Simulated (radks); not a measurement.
Values are calculated unless marked as measured or tabulated.
Ionisation of the chlorine ion Cl2+, [Ne] 3s2 3p3, to [Ne] 3s2 3p2 as the strength of local exchange is varied. Code: a radial shooting solver on a logarithmic mesh with Libxc functionals. Model: non-relativistic Kohn-Sham, Slater X-alpha exchange (alpha = 2/3 is LDA exchange), no correlation, spin-unpolarised, spherical densities, point nucleus.

alpha  E(Cl2+) (hartree)  exchange (hartree)  IE (eV)  -e of the level emptied (eV)  <r> of it (bohr)
0.622         -454.33771           -22.86637   36.166                   29.600 (3p)             1.625
0.647         -455.25751           -23.82323   36.585                   29.999 (3p)             1.618
0.667         -455.99440           -24.59083   36.922                   30.319 (3p)             1.612
0.972         -467.34772           -36.52782   42.256                   35.422 (3p)             1.529
1.019         -469.11656           -38.40585   43.110                   36.244 (3p)             1.517
x             -466.85938           -36.01018   42.021                   35.197 (3p)             1.533

Which alpha was used in the last row?

Answer. alpha = 0.959. NIST Atomic Spectra Database: 39.8 +/- 0.11 eV (semi-empirical). The Delta-SCF value meets it near alpha = 0.83. Spin polarisation and multiplet splitting are left out, so open shells lie too high by an amount that depends on their filling.

Beside tabulated values, note that spin-unpolarised runs miss the spin-polarisation part of the exchange energy of open shells.
